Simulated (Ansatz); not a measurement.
`NB(F)[TeH]` + NH₃ → `NB(N)F` + H₂Te at 298.15 K and 1 bar (ligand exchange at a B–Te bond).

Calculated with Ansatz (gas phase, PBE0-D4/def2-TZVP geometries, no zero-point term in ΔE). CBS: MP2 limit from def2 TZ/QZ plus the TZ coupled-cluster correction, frozen cores. This one scheme is used for every species. def2 core potentials past Kr. For Te outer-core shells are correlated without core-valence functions, which leaves a few kJ/mol of doubt a bond. Each species was taken in one conformer, which may not be the lowest.

| species | CCSD(T)/CBS energy (Eh) | H − E (kJ/mol) | S (J/(mol·K)) |
| --- | --- | --- | --- |
| `NB(F)[TeH]` | -448.93912 | 124.5 | 322.7 |
| NH₃ | -56.50880 | 100.5 | 192.4 |
| `NB(N)F` | -236.55523 | 174.7 | 286.9 |
| H₂Te | -268.91024 | 41.3 | 228.4 |

H − E and S are ideal-gas, rigid-rotor, harmonic terms from PBE0-D4/def2-TZVP, for one conformer and one mirror image of each species. 1 Eh = 2625.50 kJ/mol, R = 8.31446 J/(mol·K).

**Question.** By hand: ΔE, ΔH, ΔS and ΔG.

**Answer.** ΔE = (-236.55523) + (-268.91024) − (-448.93912) − (-56.50880) = -0.01755 Eh = -46.1 kJ/mol. Δ(H − E) = 174.7 + 41.3 − 124.5 − 100.5 = -9.0, so ΔH = -55.1 kJ/mol. ΔS = 286.9 + 228.4 − 322.7 − 192.4 = 0.2 J/(mol·K). ΔG = -55.1 − 298.15 × (0.2)/1000 = -55.2 kJ/mol.

**Question.** By hand: the equilibrium constant, and the temperature at which ΔG would vanish if ΔH and ΔS stayed fixed.

**Answer.** log₁₀ K = −ΔG/(RT ln 10) = 9.7. ΔH and −TΔS have one sign here, so there is no such temperature.

The number of gas molecules stays the same, so ΔS is small and ΔH decides. A doubt of 5 kJ/mol in ΔE shifts log₁₀ K by 0.9 here. Other conformers and mirror images would add mixing entropy, several J/(mol·K) or more a flexible species. These are equilibria of isolated gas molecules and say nothing of rates. Largest T1 diagnostic: 0.012 (customary marks: 0.02 for closed shells, 0.045 for open ones).

ΔS is within the doubt of such terms, so its sign, and with it that verdict, could turn.
